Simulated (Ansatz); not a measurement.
`[SH][SnH]([Cl])[Cl]` + HBr → `[Cl][SnH]([Cl])[Br]` + H₂S  (ligand exchange at the Sn–S bond)

Computed with Ansatz on PBE0-D4/def2-TZVP structures; ΔE is electronic, products minus reactants. CCSD(T)/CBS adds triple-zeta CCSD(T) − MP2 to the extrapolated MP2 energy (def2 sets, frozen cores). This one scheme is used for every species. DFT in def2-TZVPP. B3LYP here is the variant with VWN-RPA as its local correlation; programs differ in this. HSE06 is defined as in plane-wave codes. Elements past krypton have def2 core potentials. For Br, Sn outer-core shells are correlated without core-valence functions, which leaves a few kJ/mol of doubt a bond. Scalar relativity is left out up to krypton. One conformer a species, not always the lowest.

(1) Is it downhill or uphill in electronic energy at CCSD(T)/CBS, and by how much? (Estimate.)

(2) What do these levels give: revPBE-D4, B3LYP-D4, r2SCAN0-D4, HSE06-D4, BHLYP-D4, B3LYP, MP2/def2-TZVPP, CCSD/def2-TZVPP, MP2/def2-QZVPP, SCS-MP2/def2-QZVPP, CCSD/def2-QZVPP, HF/CBS(def2)? (Estimate.)

(3) What do rigid-rotor, harmonic-oscillator terms from PBE0-D4/def2-TZVP frequencies (298.15 K, 1 bar) make of the CCSD(T)/CBS value? (Estimate.)

Largest T1 diagnostic among the species: 0.011.

## Answers

(1) The calculation gave: Downhill: ΔE = -39.6 kJ/mol.

(2) Ansatz gave: revPBE-D4 -33.5, B3LYP-D4 -38.4, r2SCAN0-D4 -39.3, HSE06-D4 -37.0, BHLYP-D4 -42.6, B3LYP -39.7, MP2/def2-TZVPP -35.6, CCSD/def2-TZVPP -37.4, MP2/def2-QZVPP -38.1, SCS-MP2/def2-QZVPP -39.3, CCSD/def2-QZVPP -39.5, HF/CBS(def2) -49.9 kJ/mol.

(3) The calculation gave: ΔZPE = +2.5 kJ/mol, ΔH = -37.8 kJ/mol, ΔS = -5 J/(mol·K), ΔG = -36.4 kJ/mol. Modes under 50 cm⁻¹ make the entropy rough.

In def2-TZVPP, CCSD(T) changes the Hartree–Fock value by +13.6 kJ/mol (the triples alone add +1.9 kJ/mol) and MP2 by +13.6 kJ/mol. Leaving LDA and LC-ωPBE aside and taking each functional with its dispersion term where it has one, the values spread over 9.1 kJ/mol, from BHLYP-D4 to revPBE-D4. LDA lies +3.0 kJ/mol from PBE without D4.
